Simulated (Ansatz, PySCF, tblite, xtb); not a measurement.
Potential energy curve for H₆Al₂O₂, singlet. The Al1–H10 bond (Al1 also carries Al, H, O, O; H10 carries nothing else) is stretched with both fragments frozen at the PBE0/def2-SVP optimised geometry. Each curve is given relative to its own lowest point near equilibrium.

```
R / Å      A      B      C      D
-----  -----  -----  -----  -----
1.30    13.1   18.5   20.7   10.3
1.40     3.4    6.8    8.0    2.5
1.49     0.3    1.7    2.2    0.1
1.53     0.0    0.6    0.8    0.0
1.59     0.4    0.0    0.0    0.5
1.64     1.2    0.3    0.2    1.5
1.70     2.8    1.6    1.2    3.0
1.80     6.2    5.0    4.3    6.6
1.90    10.1    9.8    8.7   10.8
2.08    18.1   20.0   18.4   19.3
2.33    30.4   35.4   32.9   31.4
2.63    45.4   52.9   49.4   45.5
2.95    60.8   69.0   64.6   59.2
3.35    77.7   85.1   79.7   73.8
3.90    94.6  100.9   94.3   89.3
4.63   106.5  113.6  105.4  102.9
```

Energies in kcal/mol.

### Question
Assign the columns to these levels of theory: xtb with GFN1-xTB; GFN2-xTB, 300 K electronic temperature in tblite 0.5.0; Ansatz (a quantum-chemistry and plane-wave program) with restricted B3LYP/cc-pVDZ; restricted BP86/6-31G*, spherical d (PySCF 2.14.0).

### Answer
A is GFN2-xTB; B is RKS-B3LYP; C is RKS-BP86/6-31G*; D is GFN1-xTB.

The restricted form behind RKS-B3LYP, RKS-BP86/6-31G* keeps the bonding electrons paired and can't separate into open-shell fragments.
